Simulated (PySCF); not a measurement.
Species: C₂H₅FSe.
Bonds: C1–Se2, Se2–C3, C3–F4. Hydrogens: H5, H6, H7 on C1; H8, H9 on C3.

Theory: PBE0-D3(BJ)/def2-SVP geometry optimisation, gas phase in PySCF.

Question: What internal coordinates does the optimisation give?

Answer: 
```
               bond  length (Å)
             C1–Se2       1.942
             Se2–C3       1.935
              C3–F4       1.364
C1–H5, C1–H6, C1–H7       1.098
       C3–H8, C3–H9       1.102
```

Bonds in one row agree within 0.01 Å and their mean is given. A selection of angles:
```
    angle  degrees
Se2–C1–H5    109.4
Se2–C1–H6    107.3
Se2–C1–H7    110.8
 H5–C1–H6    109.4
C1–Se2–C3     96.0
Se2–C3–F4    112.7
Se2–C3–H8    109.3
Se2–C3–H9    106.4
 F4–C3–H8    108.8
 H8–C3–H9    109.8
```

Dihedral angles: C1–Se2–C3–F4 66° (synclinal). The mirror-image conformer, all signs reversed, is as good.

Point group: C1 (no symmetry element, even within 0.4 Å). PBE0-D3(BJ)/def2-SVP frequencies: not computed here. One conformer, not necessarily the lowest.
